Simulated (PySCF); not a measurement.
## MOBr across group 14

Level: PBE0, basis family def2-TZVP, scalar-relativistic core potentials from Rb on and no relativity for lighter atoms.

Each entry is the lowest minimum that a search over a few typed start shapes (and spin states, where more than one is plausible) found, or that minimum re-optimised at the stated level; isomers with ligand–ligand bonds, or fragments after loss of a ligand pair, can lie lower. Open shells are unrestricted; no spin–orbit coupling; PySCF with density fitting.

```json
{"molecule": "SiOBr", "2S+1": "2", "point group": "Cs", "mean bond to the central atom (Å)": "1.871", "highest ω (cm⁻¹)": "1201", "dipole (D)": "2.87", "atomisation (kJ/mol)": "919"}
{"molecule": "GeOBr", "2S+1": "2", "point group": "Cs", "mean bond to the central atom (Å)": "1.993", "highest ω (cm⁻¹)": "854", "dipole (D)": "2.54", "atomisation (kJ/mol)": "763"}
{"molecule": "SnOBr", "2S+1": "2", "point group": "Cs", "mean bond to the central atom (Å)": "2.246", "highest ω (cm⁻¹)": "557", "dipole (D)": "3.15", "atomisation (kJ/mol)": "682"}
```

Left out of the table are members whose search was unfinished or whose lowest solution was spin-contaminated, unstable, very soft or bonded differently.
